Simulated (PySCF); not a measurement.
Computed properties of C4H2F2, SMILES C#C/C(F)=C\F

C4H2F2, SMILES C#C/C(F)=C\F. Coordinates come from a PBE0-D3(BJ)/def2-SVP optimisation. The structure was generated by enumeration; whether it is a known compound was not checked. Other conformers were not sampled. All values are computed for the isolated molecule unless a solvent is named; none is compared with measurement here.

**Structure.** The optimised structure has Cs symmetry. All 18 harmonic modes at PBE0-D3(BJ)/def2-SVP (PySCF) are real, so it is a minimum. With heavy atoms numbered as in [CH:1]#[C:2]/[C:3]([F:4])=[CH:5]\[F:6], the shortest bond between them is C1–C2 at 1.212 Å and the longest C2–C3 at 1.419 Å.

**Vibrations.** The strongest infrared lines (harmonic, unscaled, degenerate partners summed) lie at 1278 cm⁻¹ (203 km/mol, C 56 %, F 24 %, H 20 %), 1238 cm⁻¹ (128 km/mol, H 40 %, C 30 %, F 30 %), 3487 cm⁻¹ (89 km/mol, H 86 %, C 14 %). The softest mode is at 137 cm⁻¹ and the zero-point energy is 29.4 kcal/mol.

**Electronic structure.** HF/def2-TZVP (PySCF) places the frontier levels at -9.71 and 2.57 eV, a gap of 12.28 eV, and gives a dipole moment of 0.38 D and a mean polarisability of 46.7 bohr³. PBE/def2-TZVP (PySCF) at the same geometry gives -6.00 and -2.00 eV, so its gap is 8.28 eV narrower. An orbital gap is neither the optical nor the fundamental gap.

**Excitations.** TDA-CAM-B3LYP/def2-SVPD (PySCF) has S1 at 5.42 eV (229 nm, f = 0.000, dark); the most intense of the 10 singlets computed lies at 7.37 eV (f = 0.42). T1 (TDA) is at 3.31 eV, 2.11 eV under S1. TDA-PBE/def2-SVPD (PySCF) puts S1 at 4.89 eV. No vertical singlet excitation falls in the visible range (under 3.1 eV).

**NMR.** GIAO shifts at HF/pcSseg-1 (PySCF) (non-relativistic, atoms alike by connectivity averaged): ¹³C from 62.7 to 159.0 ppm against TMS; ¹H from 4.9 to 8.1 ppm against TMS; ¹⁹F from -156.0 to -149.9 ppm against CFCl3.

**Solvation.** SMD-M06-2X/6-31G* (PySCF) gives 0.8 kcal/mol in water, -2.0 kcal/mol in cyclohexanone, -2.7 kcal/mol in chloroform (1 M in both phases, gas-phase geometry); of these solvents chloroform holds the molecule best.
